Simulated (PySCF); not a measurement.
Computed IR spectrum (relative IR intensity) of a molecule CH6ClNSi3. The structure is a stationary point at ωB97X-D3(BJ)/def2-SVP. Other conformers were not sampled. Level of theory: ωB97X-D3(BJ)/def2-SVP (PySCF). Frequencies are harmonic and unscaled.

```tsv
ν (cm⁻¹)	relative intensity
148	3.2
170	2.8
334	2.5
392	3.0
417	9.0
495	7.1
541	6.4
575	30
648	32
692	2.2
712	23
765	31
779	61
805	20
890	100
917	8.1
949	37
1301	5.0
1643	16
2246	30
2256	71
2263	23
2267	65
3081	17
```

Problem. Pick the molecule that these values belong to.
(A) [SiH3][Si@]1(Cl)N=C[SiH2]1
(B) Cl[Si@H]1C=N[SiH2][SiH2]1
(C) [SiH3][Si@@H]1N=C[Si@@H]1Cl
(D) Cl[Si@@H]1N=C[SiH2][SiH2]1

Solution. C, [SiH3][Si@@H]1N=C[Si@@H]1Cl
